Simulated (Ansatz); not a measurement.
System: CH3AlBr2, charge 0, multiplicity 1. 
Geometry from a B3LYP-D3(BJ)/def2-TZVP (Ansatz, a quantum-chemistry and plane-wave program) optimisation:
SMILES: [CH3][Al]([Br])[Br]
```xyz
7

C     -2.6273    -0.1136     0.0874
Al    -0.6963    -0.0223     0.0218
Br     0.5556    -1.9035     0.0562
Br     0.4116     1.9438    -0.0881
H     -3.0064    -0.7213    -0.7377
H     -2.9508    -0.5935     1.0144
H     -3.0812     0.8761     0.0310
```

Dipole moments at this geometry, in debye (magnitudes).

```json
[
 {"level": "PBE/def2-TZVPD", "program": "Ansatz", "dipole (D)": "1.91"},
 {"level": "BLYP/def2-TZVPD", "program": "Ansatz", "dipole (D)": "1.89"},
 {"level": "revPBE/def2-TZVPD", "program": "Ansatz", "dipole (D)": "1.90"},
 {"level": "B97M-V/def2-TZVPD", "program": "Ansatz", "dipole (D)": "1.91"},
 {"level": "PBE0/def2-TZVPD", "program": "Ansatz", "dipole (D)": "1.98"},
 {"level": "BHLYP/def2-TZVPD", "program": "Ansatz", "dipole (D)": "2.00"},
 {"level": "r2SCAN0/def2-TZVPD", "program": "Ansatz", "dipole (D)": "1.99"},
 {"level": "HSE06/def2-TZVPD", "program": "Ansatz", "dipole (D)": "1.98"},
 {"level": "CAM-B3LYP/def2-TZVPD", "program": "Ansatz", "dipole (D)": "1.99"},
 {"level": "LC-wPBE/def2-TZVPD", "program": "Ansatz", "dipole (D)": "2.02"},
 {"level": "wB97M-V/def2-TZVPD", "program": "Ansatz", "dipole (D)": "1.98"},
 {"level": "wB97X-V/def2-TZVPD", "program": "Ansatz", "dipole (D)": "2.00"},
 {"level": "CCSD(T)/def2-SVPD", "program": "Ansatz", "dipole (D)": "1.86"}
]
```
